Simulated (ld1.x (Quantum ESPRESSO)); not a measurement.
## Which change was made? (Sb, PAW)

- Element: Sb
- Generator: ld1.x (Quantum ESPRESSO) 7.5
- Type: PAW
- Functional: LDA (PZ)
- Relativity: fully relativistic
- Frozen core: [Ar] 3d10
- Valence charge: 23
- Reference configuration: 4s2 4p6 4d10 5s2 5p0 (charge +3)
- Partial waves: 4s (bound): rcut 1.35, rcutus 1.50 bohr; 5s (bound): rcut 1.35, rcutus 1.50 bohr; 4p (bound): rcut 1.10, rcutus 1.40 bohr; 5p (bound, empty): rcut 1.10, rcutus 1.40 bohr; 4d (bound): rcut 1.35, rcutus 1.60 bohr; 4d channel at -4.3 Ry: rcut 1.35, rcutus 1.60 bohr
- Local potential: all-electron potential smoothed inside 1.10 bohr (lloc = -2)
- Core correction: a·sin(br)/r model core, default radius (core density twice the valence density)
- Augmentation charge: PSQ, inside the norm-conserving radii

Open shells are filled in proportion to 2j + 1 (rel_dist='average').

Cutoffs, loose and tight: the cutoffs (Ry, on a coarse ladder) from which the occupation-weighted sum of valence levels, in a spherical-Bessel basis at the reference potential, stays within 10 and 1 mRy of its value at 400 Ry. They do not see the model core or the augmentation charge, which bear on the density cutoff. Test errors are all-electron minus pseudo excitation energies from the reference, over the configurations 4s2 4p6 4d10 5s2 5p3; 4s2 4p6 4d10 5s2 5p2; 4s2 4p6 4d10 5s2 5p1; 4s2 4p6 4d9 5s2 5p4; 4s2 4p6 4d10 5s1 5p3; 4s1 4p6 4d10 5s2 5p3; 4s2 4p5 4d10 5s2 5p3; variants that change the core or the reference have their own tests.

The base gives: outcome: generated; bound ghosts: not determined; largest test error (meV): test run stopped at test 1 of 7 (negative rho).

Q: After one change the result is: outcome: failed: find_q: problem finding q. Which change was it?
A. waves 4s (bound): rcut 0.90, rcutus 0.96 bohr; 5s (bound): rcut 0.90, rcutus 0.96 bohr
B. waves 4s (bound): rcut 1.35, rcutus 2.04 bohr; 5s (bound): rcut 1.35, rcutus 2.04 bohr
C. waves 4s (bound): rcut 1.35, rcutus 1.72 bohr; 5s (bound): rcut 1.35, rcutus 1.72 bohr

A: A. The others give: waves 4s (bound): rcut 1.35, rcutus 1.72 bohr; 5s (bound): rcut 1.35, rcutus 1.72 bohr → outcome: generated, misses its reference levels by 19.51 eV; bound ghosts: not determined; largest test error (meV): test run stopped at test 1 of 7 (negative rho) | waves 4s (bound): rcut 1.35, rcutus 2.04 bohr; 5s (bound): rcut 1.35, rcutus 2.04 bohr → outcome: failed: new_paw_hamiltonian: negative rho.
